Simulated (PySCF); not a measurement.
Compound: H8OSeSi3.
SMILES with atom numbers: `[SiH3:1][O:2][Si@@H:3]([SiH3:4])[SeH:5]` (hydrogens: H6, H7, H8 on Si1; H9 on Si3; H10, H11, H12 on Si4; H13 on Se5)

A GFN2-xTB structure with every atom displaced at random (by about 0.01 Å) was refined with PBE0-D3(BJ)/def2-SVP geometry optimisation, gas phase in PySCF 2.14.0. Values at the start:

```csv
coordinate,start
Si1–O2,1.652 Å
Si1–H6,1.421 Å
O2–Si3,1.627 Å
Si3–Si4,2.274 Å
Si3–Se5,2.325 Å
Si3–H9,1.494 Å
Si4–H10,1.502 Å
Se5–H13,1.438 Å
Si1–O2–Si3,156.4°
O2–Si3–Si4,105.7°
O2–Si3–Se5,108.2°
Si4–Si3–Se5,114.4°
```

How do these coordinates change at the PBE0-D3(BJ)/def2-SVP level?

```csv
coordinate,PBE0-D3(BJ)/def2-SVP (Å or °),change
Si1–H6,1.492,+0.071
Si3–Si4,2.335,+0.061
Si3–Se5,2.288,-0.037
Se5–H13,1.472,+0.034
O2–Si3,1.661,+0.034
Si1–O2,1.669,+0.017
Si4–H10,1.494,-0.008
Si3–H9,1.493,-0.001
Si1–O2–Si3,138.0,-18.4
Si4–Si3–Se5,109.5,-4.9
O2–Si3–Se5,112.2,+4.0
O2–Si3–Si4,108.2,+2.5
```

The energy falls by 8.1 kcal/mol over 24 energy and gradient evaluations, the largest force component goes from 0.0249 to 3.8e-04 Eh/bohr, and the atoms move by 0.739 Å rms after alignment. The bond that changes most is Si1–H6 (oxygen-bound silicon to Si–H hydrogen), which lengthens by 0.071 Å. Bonds longer at the end by more than 0.005 Å: 9 of 12; shorter: 2. Among the dihedrals that turn most is H8–Si1–O2–Si3, from -116° to -49°. Rotational constants go from 1345, 1040, 629.3 to 1309, 1122, 648.3 MHz.

The run used 140 basis functions and 158 SCF cycles in all. Hardware: an Arm Neoverse V1 with one thread, no GPU, on a shared host. Cost: 4.4 min, 0.54 GiB resident at most.

Not checked by PBE0-D3(BJ)/def2-SVP frequencies. The numbers are those of one conformer.
